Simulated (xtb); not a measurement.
Br₂Pb, charge +1, doublet, from a rough starting geometry (GFN-xTB shapes and energies of metal compounds can be far from the true ones) (a state made from the parent by changing its charge; the spin is typed, not shown lowest); GFN2-xTB in xtb.

xtb was given this input:
```
$ xtb mol.xyz --gfn 2 --chrg 1 --uhf 1 --opt vtight --json

# file mol.xyz
3

Pb     0.01898829    -0.02872707     1.10693202
Br     1.14058561    -1.68471073    -0.54461578
Br    -1.12399536     1.64069901    -0.54490654
```

The log (banner, timings and long lists left out):

```
   ID    Z sym.   atoms
    1   82 Pb     1
    2   35 Br     2, 3

           -------------------------------------------------
          |                Calculation Setup                |
           -------------------------------------------------

           -------------------------------------------------
          |                 G F N 2 - x T B                 |
           -------------------------------------------------

          ...................................................
          :                      SETUP                      :
          :.................................................:
          :  # basis functions                  24          :
          :  # atomic orbitals                  22          :
          :  # shells                            8          :
          :  # electrons                        17          :
          :  max. iterations                   250          :
          :  Hamiltonian                  GFN2-xTB          :
          :  restarted?                      false          :
          :  GBSA solvation                  false          :
          :  PC potential                    false          :
          :  electronic temp.          300.0000000     K    :
          :  accuracy                    1.0000000          :
          :  -> integral cutoff          0.2500000E+02      :
          :  -> integral neglect         0.1000000E-07      :
          :  -> SCF convergence          0.1000000E-05 Eh   :
          :  -> wf. convergence          0.1000000E-03 e    :
          :  Broyden damping             0.4000000          :
          :  net charge                          1          :
          :  unpaired electrons                  1          :
          ...................................................

 iter      E             dE          RMSdq      gap      omega  full diag
   1    -10.0451088 -0.100451E+02  0.117E+01    4.66       0.0  T
   2    -10.0796935 -0.345847E-01  0.753E+00    3.22       1.0  T
   3    -10.0264601  0.532334E-01  0.840E+00    3.17       1.0  T
   4    -10.0255070  0.953099E-03  0.805E+00    3.14       1.0  T
   5    -10.0771018 -0.515948E-01  0.515E+00    3.30       1.0  T
   6    -10.0492134  0.278885E-01  0.497E+00    3.23       1.0  T
   7    -10.0552314 -0.601801E-02  0.450E+00    3.25       1.0  T
   8    -10.0834507 -0.282193E-01  0.160E+00    3.30       1.0  T
   9    -10.0813881  0.206260E-02  0.162E+00    3.29       1.0  T
  10    -10.0740452  0.734285E-02  0.331E+00    3.27       1.0  T
  11    -10.0782067 -0.416144E-02  0.256E+00    3.27       1.0  T
  12    -10.0843364 -0.612977E-02  0.364E-01    3.29       1.0  T
  13    -10.0838944  0.442006E-03  0.714E-01    3.29       1.0  T
  14    -10.0841232 -0.228783E-03  0.478E-01    3.29       1.0  T
  15    -10.0843152 -0.192026E-03  0.194E-01    3.29       1.0  T
  16    -10.0843490 -0.337913E-04  0.184E-02    3.29       3.1  T
  17    -10.0843490  0.842148E-07  0.179E-02    3.29       3.2  T
  18    -10.0843477  0.126398E-05  0.413E-02    3.29       1.4  T
  19    -10.0843491 -0.143709E-05  0.156E-02    3.29       3.7  T
  20    -10.0843492 -0.100850E-06  0.108E-02    3.29       5.4  T
  21    -10.0843493 -0.848518E-07  0.413E-03    3.29      14.0  T
  22    -10.0843493 -0.137166E-07  0.107E-03    3.29      54.0  T
  23    -10.0843493 -0.351553E-09  0.107E-03    3.29      53.8  T
  24    -10.0843493 -0.838044E-09  0.817E-05    3.29     706.9  T
  25    -10.0843493  0.148539E-10  0.145E-04    3.29     397.9  T

   *** convergence criteria satisfied after 25 iterations ***

         :::::::::::::::::::::::::::::::::::::::::::::::::::::
         ::                     SUMMARY                     ::
         :::::::::::::::::::::::::::::::::::::::::::::::::::::
         :: total energy             -10.082452175989 Eh    ::
         :: gradient norm              0.020071820884 Eh/a0 ::
         :: HOMO-LUMO gap              3.292059142659 eV    ::
         ::.................................................::
         :: SCC energy               -10.084349276650 Eh    ::
         :: -> isotropic ES            0.145356057695 Eh    ::
         :: -> anisotropic ES          0.005941097969 Eh    ::
         :: -> anisotropic XC         -0.002146779992 Eh    ::
         :: -> dispersion             -0.002482546476 Eh    ::
         :: repulsion energy           0.001897100661 Eh    ::
         :: add. restraining           0.000000000000 Eh    ::
         :: total charge               1.000000000000 e     ::
         :::::::::::::::::::::::::::::::::::::::::::::::::::::

      -----------------------------------------------------------
     |                   =====================                   |
     |                        A N C O P T                        |
     |                   =====================                   |
     |               Approximate Normal Coordinate               |
     |                Rational Function Optimizer                |
      -----------------------------------------------------------
      -----------------------------------------------------------
     |                   =====================                   |
     |                        A N C O P T                        |
     |                   =====================                   |
     |               Approximate Normal Coordinate               |
     |                Rational Function Optimizer                |
      -----------------------------------------------------------

          ...................................................
          :                      SETUP                      :
          :.................................................:
          :   optimization level         verytight          :
          :   max. optcycles                   200          :
          :   ANC micro-cycles                  20          :
          :   degrees of freedom                 3          :
[...]
 * total energy  :   -10.0824522 Eh     change        0.3259970E-10 Eh
 * total energy  :   -10.0786049 Eh     change        0.3847231E-02 Eh
 * total energy  :   -10.0838981 Eh     change       -0.5293165E-02 Eh
 * total energy  :   -10.0841815 Eh     change       -0.2834238E-03 Eh
 * total energy  :   -10.0842338 Eh     change       -0.5231369E-04 Eh
 * total energy  :   -10.0842376 Eh     change       -0.3734110E-05 Eh
 * total energy  :   -10.0842379 Eh     change       -0.3335518E-06 Eh
 * total energy  :   -10.0842383 Eh     change       -0.3957574E-06 Eh
 * total energy  :   -10.0842383 Eh     change       -0.1659810E-08 Eh
   *** GEOMETRY OPTIMIZATION CONVERGED AFTER 9 ITERATIONS ***
[...]
          :  electronic temp.          300.0000000     K    :
          :  accuracy                    1.0000000          :
          :  -> integral cutoff          0.2500000E+02      :
          :  -> integral neglect         0.1000000E-07      :
          :  -> SCF convergence          0.1000000E-05 Eh   :
          :  -> wf. convergence          0.1000000E-03 e    :
          :  Broyden damping             0.4000000          :
          :  net charge                          1          :
          :  unpaired electrons                  1          :
          ...................................................

 iter      E             dE          RMSdq      gap      omega  full diag
   1    -10.0852789 -0.100853E+02  0.538E-04    3.01       0.0  T
   2    -10.0852788  0.132760E-06  0.996E-03    3.01       5.8  T
   3    -10.0852789 -0.133135E-06  0.725E-05    3.01     796.8  T
   4    -10.0852789  0.130385E-11  0.679E-05    3.01     849.7  T

   *** convergence criteria satisfied after 4 iterations ***

         :::::::::::::::::::::::::::::::::::::::::::::::::::::
         ::                     SUMMARY                     ::
         :::::::::::::::::::::::::::::::::::::::::::::::::::::
         :: total energy             -10.084238312681 Eh    ::
         :: gradient norm              0.000008744803 Eh/a0 ::
         :: HOMO-LUMO gap              3.010522096687 eV    ::
         ::.................................................::
         :: SCC energy               -10.085278820803 Eh    ::
         :: -> isotropic ES            0.147436167743 Eh    ::
         :: -> anisotropic ES          0.004326680151 Eh    ::
         :: -> anisotropic XC         -0.000588744503 Eh    ::
         :: -> dispersion             -0.002519097536 Eh    ::
         :: repulsion energy           0.001040508121 Eh    ::
         :: add. restraining           0.000000000000 Eh    ::
         :: total charge               1.000000000263 e     ::
         :::::::::::::::::::::::::::::::::::::::::::::::::::::

           -------------------------------------------------
          |                Property Printout                |
           -------------------------------------------------

    * Orbital Energies and Occupations

         #    Occupation            Energy/Eh            Energy/eV
      -------------------------------------------------------------
         1        2.0000           -1.0946074             -29.7858
         2        2.0000           -1.0332799             -28.1170
         3        2.0000           -1.0258462             -27.9147
         4        2.0000           -0.6667042             -18.1419
         5        2.0000           -0.6611075             -17.9897
         6        2.0000           -0.6462155             -17.5844
         7        1.7764           -0.6359781             -17.3058
         8        1.6612           -0.6354308             -17.2910
         9        1.5624           -0.6350337             -17.2801 (HOMO)
        10                         -0.5243990             -14.2696 (LUMO)
        11                         -0.3722466             -10.1293
        12                         -0.3596009              -9.7852
        13                         -0.1804731              -4.9109
        14                         -0.1794979              -4.8844
        15                         -0.1765637              -4.8045
        16                         -0.1763504              -4.7987
        17                         -0.1751401              -4.7658
        18                         -0.1740669              -4.7366
        19                         -0.1690819              -4.6010
        20                         -0.1478005              -4.0219
       ...                                ...                  ...
        22                          0.0060609               0.1649
      -------------------------------------------------------------
                  HL-Gap            0.1106347 Eh            3.0105 eV
             Fermi-level           -0.6072559 Eh          -16.5243 eV

     #   Z          covCN         q      C6AA      α(0)
     1  82 Pb       1.729     0.960   415.119    42.536
     2  35 Br       0.866     0.020   184.285    21.887
     3  35 Br       0.866     0.020   184.285    21.887

 Mol. C6AA /au·bohr⁶  :       2235.582451
 Mol. C8AA /au·bohr⁸  :     220716.159343
 Mol. α(0) /au        :         86.310638

Wiberg/Mayer (AO) data.
largest (>0.10) Wiberg bond orders for each atom

 ---------------------------------------------------------------------------
     #   Z sym  total        # sym  WBO       # sym  WBO       # sym  WBO
 ---------------------------------------------------------------------------
     1  82 Pb   1.722 --     3 Br   0.861     2 Br   0.861
     2  35 Br   0.933 --     1 Pb   0.861
     3  35 Br   0.933 --     1 Pb   0.861
 ---------------------------------------------------------------------------

Topologies differ in total number of bonds
Writing topology from bond orders to xtbtopo.mol

molecular dipole:
                 x           y           z       tot (Debye)
 q only:        0.030      -0.044       2.192
   full:        0.032      -0.044       2.929       7.445
molecular quadrupole (traceless):
                xx          xy          yy          xz          yz          zz
 q only:       -2.645      -0.375      -2.350       0.099      -0.145       4.995
  q+dip:       -2.961       2.006      -4.541       0.131      -0.200       7.501
   full:       -2.280       2.712      -4.417       0.126      -0.203       6.697

optimized geometry written to: xtbopt.xyz

           -------------------------------------------------
          | TOTAL ENERGY              -10.084238312681 Eh   |
          | GRADIENT NORM               0.000008744803 Eh/α |
          | HOMO-LUMO GAP               3.010522096687 eV   |
           -------------------------------------------------

normal termination of xtb
```
